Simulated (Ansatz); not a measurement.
CH9NOSi2 can be A, `C[SiH](N)[SiH2]O`, or B, `C[SiH2]N[SiH2]O`.

Computed with Ansatz on PBE0-D4/def2-TZVP structures; ΔE is electronic, products minus reactants. CCSD(T)/CBS adds triple-zeta CCSD(T) − MP2 to the extrapolated MP2 energy (def2 sets, frozen cores). DFT in def2-TZVPP. B3LYP here is the variant with VWN-RPA as its local correlation; programs differ in this. One conformer a species, not always the lowest.

Task: Which is lower in electronic energy at CCSD(T)/CBS, and by how much? (Best estimate.)

Result: Ansatz gave: B, by 22.2 kcal/mol.

Task: Give E(B) − E(A) in kcal/mol with MP2/def2-TZVPP, B3LYP, r2SCAN-D4, PBE0-D4, CCSD/def2-TZVPP, CCSD(T)/def2-TZVPP, B3LYP-D4. (An estimate is asked.)

Result: Ansatz gave: MP2/def2-TZVPP -23.9, B3LYP -21.6, r2SCAN-D4 -20.3, PBE0-D4 -18.3, CCSD/def2-TZVPP -23.0, CCSD(T)/def2-TZVPP -22.3, B3LYP-D4 -21.0. None reverses the order clearly.

Largest T1 diagnostic: 0.011.

From PBE to PBE0 (25 % exact exchange), in def2-TZVPP and without D4, E(B) − E(A) moves by −2.0 kcal/mol. In def2-TZVPP, CCSD(T) changes the Hartree–Fock value by +4.8 kcal/mol (the triples alone add +0.7 kcal/mol) and MP2 by +3.2 kcal/mol.
